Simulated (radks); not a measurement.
Values are calculated unless marked as measured or tabulated.
Sn I, configuration [Kr] 4d10 5s2 5p1 5d1 (not the ground configuration).

Level of theory: scalar-relativistic Kohn-Sham, PBE, spin-polarised, spherical densities, finite nucleus; open shells are filled with parallel spins first (spin-orbit coupling, left out, can overturn this in heavy ions); Fermi nuclear charge, rms radius 4.6519 fm (a radial shooting solver on a logarithmic mesh with Libxc functionals).

Energy parts (hartree):
| part | energy |
|---|---|
| total | -6176.86742 |
| kinetic | 6448.79057 |
| electron-nucleus | -14929.37221 |
| Hartree | 2468.35291 |
| exchange-correlation | -164.63868 |

Orbitals (lengths in bohr, moments of r in powers of bohr; r(90%) holds 90 % of the orbital's charge):
orbital	occ.	eigenvalue (hartree)	r(90%)
1s up	1	-1066.338	0.0522
1s down	1	-1066.337	0.0522
2s up	1	-161.1075	0.194
2s down	1	-161.1073	0.194
2p up	3	-144.6467	0.178
2p down	3	-144.6461	0.178
3s up	1	-31.21006	0.499
3s down	1	-31.20949	0.499
3p up	3	-25.83018	0.507
3p down	3	-25.82952	0.507
3d up	5	-17.54726	0.496
3d down	5	-17.54666	0.496
4s up	1	-5.07091	1.18
4s down	1	-5.06946	1.18
4p up	3	-3.44592	1.30
4p down	3	-3.44431	1.30
4d up	5	-1.09940	1.71
4d down	5	-1.09527	1.70
5s up	1	-0.52515	3.43
5s down	1	-0.49574	3.41
5p up	1	-0.25367	4.47
5p down	0	-0.21982	4.47
5d up	1	-0.02712	12.9

The highest occupied level is 5d up at -0.738 eV. The configuration is held as typed, so some empty levels lie below it. The density falls to 0.001 e/bohr^3 at r = 4.53 bohr. The spin density at the nucleus is -1.378 e/bohr^3 (1s -0.078, 2s 0.025, 3s 0.013, 4s 0.041, 5s -1.379).
